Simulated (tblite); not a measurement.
Species: C3H11BN2Si2.
Numbering: `[CH3:1][B:2]([CH3:3])[Si@H:4]([C:5]#[N:6])[NH:7][SiH3:8]` (hydrogens: H9, H10, H11 on C1; H12, H13, H14 on C3; H15 on Si4; H16 on N7; H17, H18, H19 on Si8)

Structure used (GFN2-xTB), in Å, numbered top down from 1:
```xyz
19
C3H11BN2Si2 angstrom
C     -1.3554   -1.3954    1.3828
B     -1.0647   -0.3297    0.2616
C     -1.7283   -0.4557   -1.1584
Si     0.1681    1.1572    0.6237
C     -0.4298    2.8107   -0.0464
N     -0.8141    3.8075   -0.4630
N      1.6389    0.9092   -0.2867
Si     2.5294   -0.5538   -0.5258
H     -1.6963   -0.9248    2.3057
H     -2.0829   -2.1583    1.1114
H     -0.4295   -1.9077    1.6511
H     -2.3470   -1.3398   -1.3023
H     -2.3493    0.4173   -1.3673
H     -0.9668   -0.4505   -1.9394
H      0.5094    1.5233    2.0213
H      2.1596    1.7500   -0.4841
H      3.3407   -0.3645   -1.7270
H      1.5271   -1.6092   -0.6910
H      3.3810   -0.8766    0.6264
```

Calculated harmonic vibrations of the isolated species, GFN2-xTB (tblite), most abundant isotopes, no scaling. The method is semi-empirical: single wavenumbers can be off by several per cent or more. Modes of hydrogen on silicon can be 10 to 20 % off. One conformer, not necessarily the lowest. The optimisation stopped once no atom felt more than 0.01 eV/Å.

Lowest wavenumbers of the output (negative numbers stand for imaginary wavenumbers):
```
mode    cm-1
  1     -50.9
  2      11.8
  3      41.5
  4      58.3
  5      63.6
  6      70.9
  7      82.0
  8     112.7
  9     201.6
 10     222.7
 11     267.6
 12     318.8
 13     333.5
 14     347.5
 15     406.4
```

Is this structure a minimum?

Not by this Hessian. 1 mode is imaginary beyond 20i (51i cm⁻¹), so at this level the point lies at or near a first-order saddle. The curvature is small, so loose convergence or finite differences may be the whole cause.

Which atoms move in the imaginary mode?

51i: H11 (methyl hydrogen) 22 %, H10 (methyl hydrogen) 21 %, H9 (methyl hydrogen) 18 %, H12 (methyl hydrogen) 12 %. These are shares of the mass-weighted motion.

What is the remedy?

Step along that mode in both directions, optimise again with tighter thresholds and repeat the frequencies. The zero-point energy of this point (83.2 kcal/mol) counts the 50 real modes alone, and thermal corrections from it aren't those of a minimum.
